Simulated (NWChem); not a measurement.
Everything below was run with NWChem. System: toluene (C7H8), charge 0, spin multiplicity 1, at a geometry optimised with B3LYP/def2-SVP. Level: RHF/def2-SVP.

Input file:

```
start mol
memory heap 200 mb stack 900 mb global 1100 mb
geometry units angstroms nocenter noautoz noautosym
  C     -2.424815    -0.115228     0.011122
  C     -0.916254    -0.041101     0.017667
  C     -0.137448    -1.196275     0.194103
  C      1.258579    -1.135032     0.174705
  C      1.905863     0.088474    -0.021079
  C      1.144163     1.247319    -0.196572
  C     -0.251747     1.180565    -0.176345
  H     -2.877922     0.827676     0.353636
  H     -2.792875    -0.926797     0.657512
  H     -2.808581    -0.310371    -1.005974
  H     -0.633404    -2.158967     0.350480
  H      1.843784    -2.047683     0.316239
  H      2.997637     0.138951    -0.033707
  H      1.639180     2.210455    -0.347403
  H     -0.837871     2.094407    -0.312389
end
basis spherical
  * library def2-svp
end
scf
  rhf
  nopen 0
  maxiter 100
  thresh 1e-7
  semidirect memsize 60000000 filesize 0
end
task scf energy
```

Output (cleaned and shortened):

```
             Northwest Computational Chemistry Package (NWChem) 7.3.0
             --------------------------------------------------------

                                NWChem Input Module
                                -------------------

 Scaling coordinates for geometry "geometry" by  1.889725989
 (inverse scale =  0.529177249)

                             Geometry "geometry" -> ""
                             -------------------------

 Output coordinates in angstroms (scale by  1.889725989 to convert to a.u.)

  No.       Tag          Charge          X              Y              Z
 ---- ---------------- ---------- -------------- -------------- --------------
    1 C                    6.0000    -2.42481500    -0.11522800     0.01112200
    2 C                    6.0000    -0.91625400    -0.04110100     0.01766700
    3 C                    6.0000    -0.13744800    -1.19627500     0.19410300
    4 C                    6.0000     1.25857900    -1.13503200     0.17470500
    5 C                    6.0000     1.90586300     0.08847400    -0.02107900
    6 C                    6.0000     1.14416300     1.24731900    -0.19657200
    7 C                    6.0000    -0.25174700     1.18056500    -0.17634500
    8 H                    1.0000    -2.87792200     0.82767600     0.35363600
    9 H                    1.0000    -2.79287500    -0.92679700     0.65751200
   10 H                    1.0000    -2.80858100    -0.31037100    -1.00597400
   11 H                    1.0000    -0.63340400    -2.15896700     0.35048000
   12 H                    1.0000     1.84378400    -2.04768300     0.31623900
   13 H                    1.0000     2.99763700     0.13895100    -0.03370700
   14 H                    1.0000     1.63918000     2.21045500    -0.34740300
   15 H                    1.0000    -0.83787100     2.09440700    -0.31238900

 Effective nuclear repulsion energy (a.u.)     268.1046210197

            Nuclear Dipole moment (a.u.)
            ----------------------------
        X                 Y               Z
 ---------------- ---------------- ----------------
    -0.0000113384     0.0000056692     0.0000000000


 Summary of "ao basis" -> "" (spherical)
 ------------------------------------------------------------------------------
       Tag                 Description            Shells   Functions and Types
 ---------------- ------------------------------  ------  ---------------------
 *                          def2-svp                  on all atoms

 Summary of "ao basis" -> "ao basis" (spherical)
 ------------------------------------------------------------------------------
       Tag                 Description            Shells   Functions and Types
 ---------------- ------------------------------  ------  ---------------------
 C                          def2-svp                 6       14   3s2p1d
 H                          def2-svp                 3        5   2s1p

                                 NWChem SCF Module
                                 -----------------

  ao basis        = "ao basis"
  functions       =   138
  atoms           =    15
  closed shells   =    25
  open shells     =     0
  charge          =   0.00
  wavefunction    = RHF
  use symmetry    = F
  symmetry adapt  = F

 Summary of "ao basis" -> "ao basis" (spherical)
 ------------------------------------------------------------------------------
       Tag                 Description            Shells   Functions and Types
 ---------------- ------------------------------  ------  ---------------------
[...]
             -----------------

              1
    1  -11.2434
    2  -11.2381
    3  -11.2379
    4  -11.2344
    5  -11.2339
    6  -11.2338
    7  -11.2336
    8   -1.1386
    9   -1.0311
   10   -0.9980
   11   -0.9203
   12   -0.8153
   13   -0.7890
   14   -0.6891
   15   -0.6338
   16   -0.6241
   17   -0.5819
   18   -0.5727
   19   -0.5674
   20   -0.5380
   21   -0.4896
   22   -0.4868
   23   -0.4859
   24   -0.3346
   25   -0.3242
   26    0.1331
   27    0.1351
   28    0.1821
   29    0.1988
   30    0.2182
   31    0.2437
   32    0.2549
   33    0.2634
   34    0.2860
   35    0.2887

                       ROHF Final Molecular Orbital Analysis
                       -------------------------------------

 Vector   23  Occ=2.000000D+00  E=-4.858893D-01
              MO Center=  1.9D-01,  1.3D-02,  2.3D-02, r^2= 4.5D+00
   Bfn.  Coefficient  Atom+Function         Bfn.  Coefficient  Atom+Function
  ----- ------------  ---------------      ----- ------------  ---------------
    19      0.272086   2 C  py               89     -0.231592   7 C  py
    61     -0.229223   5 C  py               33     -0.227347   3 C  py
    47      0.210148   4 C  py               75      0.209699   6 C  py
   129      0.185320  14 H  s               119     -0.184301  12 H  s
   114      0.181631  11 H  s               134     -0.180300  15 H  s

 Vector   24  Occ=2.000000D+00  E=-3.346413D-01
              MO Center=  4.9D-01,  2.3D-02, -1.5D-03, r^2= 3.1D+00
   Bfn.  Coefficient  Atom+Function         Bfn.  Coefficient  Atom+Function
  ----- ------------  ---------------      ----- ------------  ---------------
    90     -0.278384   7 C  pz               34      0.276958   3 C  pz
    48      0.275071   4 C  pz               76     -0.274131   6 C  pz
    37      0.230042   3 C  pz               93     -0.229011   7 C  pz
    51      0.223754   4 C  pz               79     -0.224042   6 C  pz

 Vector   25  Occ=2.000000D+00  E=-3.241519D-01
              MO Center=  3.4D-01,  1.3D-02, -1.5D-02, r^2= 3.5D+00
   Bfn.  Coefficient  Atom+Function         Bfn.  Coefficient  Atom+Function
  ----- ------------  ---------------      ----- ------------  ---------------
    20      0.311592   2 C  pz               62     -0.312397   5 C  pz
    23      0.264571   2 C  pz               65     -0.262336   5 C  pz
    34      0.175019   3 C  pz               90      0.172930   7 C  pz

 Vector   26  Occ=0.000000D+00  E= 1.331340D-01
              MO Center=  4.5D-01,  1.8D-02,  8.4D-03, r^2= 4.0D+00
   Bfn.  Coefficient  Atom+Function         Bfn.  Coefficient  Atom+Function
  ----- ------------  ---------------      ----- ------------  ---------------
    37      0.531931   3 C  pz               79      0.525697   6 C  pz
    51     -0.484958   4 C  pz               93     -0.465645   7 C  pz
    76      0.281334   6 C  pz               34      0.273689   3 C  pz
    48     -0.254340   4 C  pz               90     -0.248589   7 C  pz
   105      0.224076   9 H  s                 8      0.211035   1 C  py

 Vector   27  Occ=0.000000D+00  E= 1.350674D-01
              MO Center=  2.9D-01,  1.2D-02, -2.1D-02, r^2= 4.4D+00
   Bfn.  Coefficient  Atom+Function         Bfn.  Coefficient  Atom+Function
  ----- ------------  ---------------      ----- ------------  ---------------
    23      0.570835   2 C  pz               65      0.567743   5 C  pz
   110      0.348349  10 H  s                51     -0.331525   4 C  pz
    93     -0.330094   7 C  pz               20      0.327417   2 C  pz
    62      0.299043   5 C  pz               79     -0.239133   6 C  pz
    37     -0.228073   3 C  pz              100     -0.193451   8 H  s

 Vector   28  Occ=0.000000D+00  E= 1.820531D-01
              MO Center= -9.0D-01, -3.6D-02,  4.2D-02, r^2= 1.1D+01
   Bfn.  Coefficient  Atom+Function         Bfn.  Coefficient  Atom+Function
  ----- ------------  ---------------      ----- ------------  ---------------
     3      2.354180   1 C  s                45      0.934077   4 C  s
    73      0.937313   6 C  s               115     -0.919722  11 H  s
   135     -0.917538  15 H  s               100     -0.852285   8 H  s
   105     -0.848236   9 H  s                21      0.812966   2 C  px
   110     -0.790559  10 H  s               125     -0.642083  13 H  s

 center of mass
 --------------
 x =   0.07067053 y =   0.00350976 z =   0.00044003

 moments of inertia (a.u.)
 ------------------
         328.304174852390         -18.478253137189           3.305166503591
         -18.478253137189         728.312480289153          48.247633732067
           3.305166503591          48.247633732067        1030.239716294277

  Mulliken analysis of the total density
  --------------------------------------

    Atom       Charge   Shell Charges
 -----------   ------   -------------------------------------------------------
    1 C    6     5.94   1.99  0.86  0.16  2.04  0.86  0.04
    2 C    6     6.19   1.99  0.91  0.16  2.01  1.06  0.05
    3 C    6     6.04   1.99  0.88  0.29  2.02  0.82  0.04
    4 C    6     6.03   1.99  0.88  0.26  2.01  0.85  0.04
    5 C    6     6.05   1.99  0.88  0.26  2.02  0.86  0.04
    6 C    6     6.03   1.99  0.88  0.26  2.01  0.85  0.04
    7 C    6     6.04   1.99  0.88  0.29  2.02  0.83  0.04
    8 H    1     0.96   0.75  0.18  0.03
    9 H    1     0.96   0.75  0.18  0.03
   10 H    1     0.94   0.75  0.17  0.03
   11 H    1     0.97   0.76  0.18  0.03
   12 H    1     0.96   0.76  0.17  0.03
   13 H    1     0.96   0.76  0.17  0.03
   14 H    1     0.96   0.76  0.17  0.03
   15 H    1     0.97   0.76  0.18  0.03

       Multipole analysis of the density wrt the origin
       ------------------------------------------------

     L   x y z        total         open         nuclear
     -   - - -        -----         ----         -------
     0   0 0 0     -0.000000      0.000000     50.000000

     1   1 0 0     -0.141079      0.000000     -0.000011
     1   0 1 0     -0.010189      0.000000      0.000006
     1   0 0 1     -0.015330      0.000000      0.000000

     2   2 0 0    -28.649523      0.000000    428.913352
     2   1 1 0      0.020806      0.000000     10.942689
     2   1 0 1      0.033178      0.000000     -1.786501
     2   0 2 0    -29.047894      0.000000    192.611282
     2   0 1 1     -0.919614      0.000000    -29.147117
     2   0 0 2    -34.817580      0.000000     10.157949

 Task  times  cpu:       15.7s     wall:       15.7s

 Total times  cpu:       15.8s     wall:       15.8s
```
